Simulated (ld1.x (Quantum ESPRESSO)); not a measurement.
Nb (Z = 41), ultrasoft: configuration errors across variants

```json
{"Element": "Nb (Z = 41)", "Generator": "ld1.x (Quantum ESPRESSO) 7.5", "Type": "ultrasoft", "Functional": "PBE", "Relativity": "non-relativistic", "Frozen core": "[Ar] 3d10", "Valence charge": "13", "Reference configuration": "4s2 4p6 4d3 5s0 5p0 (charge +2)", "Partial waves": "4s (bound): rcut 1.60, rcutus 2.05 bohr; 5s (bound, empty): rcut 1.60, rcutus 2.05 bohr; 4p (bound): rcut 1.80, rcutus 1.95 bohr; 5p (bound, empty): rcut 1.80, rcutus 1.95 bohr; 4d (bound): rcut 1.45, rcutus 1.95 bohr; 4d channel at 0.95 Ry: rcut 1.45, rcutus 1.95 bohr", "Local potential": "all-electron potential smoothed inside 1.95 bohr (lloc = -2)", "Core correction": "a·sin(br)/r model core, default radius (core density twice the valence density)", "Augmentation charge": "built from norm-conserving waves at rcut, not smoothed further"}
```

All-electron excitation energies from the reference (eV): (1) 4s2 4p6 4d4 5s0 5p0 -14.248; (2) 4s2 4p6 4d2 5s0 5p0 25.068; (3) 4s2 4p6 4d5 5s0 5p0 -19.683; (4) 4s1 4p6 4d4 5s1 5p0 40.429.

Tests that are not counted but printed errors over 1 eV. “base”: 4s2 4p6 4d3 5s2 5p0 (pseudo-atom not self-consistent, printed error -17.5 eV); 4s2 4p6 4d4 5s1 5p0 (pseudo-atom not self-consistent, printed error -5.6 eV); 1 more. “all radii but the core radius scaled by about 0.96 (s 1.98, p 1.88, d 1.88 bohr, rcut 1.54/1.74/1.40); local potential all-electron potential smoothed inside 1.88 bohr (lloc = -2)”: 4s2 4p6 4d4 5s1 5p0 (pseudo-atom not self-consistent, printed error -5.2 eV).

2 further variants failed, have other tests or too few solved ones, and are left out.

Errors AE − PS in meV (a dash: test not solved or not reliable):

| change | (1) | (2) | (3) | (4) | bound ghosts |
| --- | --- | --- | --- | --- | --- |
| base | -3.0 | -8.6 | -4.8 | -8184 | not determined |
| all radii but the core radius scaled by about 0.74 (s 1.52, p 1.44, d 1.44 bohr, rcut 1.18/1.34/1.08); local potential all-electron potential smoothed inside 1.44 bohr (lloc = -2) | +0.3 | +1.1 | +0.4 | +1.5 | none |
| all radii but the core radius scaled by about 0.81 (s 1.66, p 1.58, d 1.58 bohr, rcut 1.30/1.46/1.18); local potential all-electron potential smoothed inside 1.58 bohr (lloc = -2) | +9.6 | +34 | +17 | +142 | not determined |
| all radii but the core radius scaled by about 0.96 (s 1.98, p 1.88, d 1.88 bohr, rcut 1.54/1.74/1.40); local potential all-electron potential smoothed inside 1.88 bohr (lloc = -2) | +1.0 | +2.3 | +2.4 | -1854 | not determined |
| all radii but the core radius scaled by about 1.12 (s 2.28, p 2.18, d 2.18 bohr, rcut 1.78/2.00/1.62); local potential all-electron potential smoothed inside 2.18 bohr (lloc = -2) | -27 | -65 | -51 | -2488 | not determined |
| all radii but the core radius scaled by about 1.19 (s 2.44, p 2.32, d 2.32 bohr, rcut 1.92/2.14/1.74); local potential all-electron potential smoothed inside 2.32 bohr (lloc = -2) | -129 | -179 | -312 | -3102 | not determined |
| all radii but the core radius scaled by about 1.29 (s 2.66, p 2.52, d 2.52 bohr, rcut 2.08/2.34/1.88); local potential all-electron potential smoothed inside 2.52 bohr (lloc = -2) | -248 | -289 | -628 | -4238 | not determined |

Problem. Give the same row for: all radii but the core radius scaled by about 1.37 (s 2.80, p 2.68, d 2.68 bohr, rcut 2.20/2.46/1.98); local potential all-electron potential smoothed inside 2.68 bohr (lloc = -2).

Solution. -261, -279, -689, –; bound ghosts: not determined. Not counted: 4s2 4p6 4d3 5s2 5p0 (solver errors, printed error -1505 eV); 4s1 4p6 4d4 5s1 5p0 (solver errors, printed error -3.9 eV); 1 more.
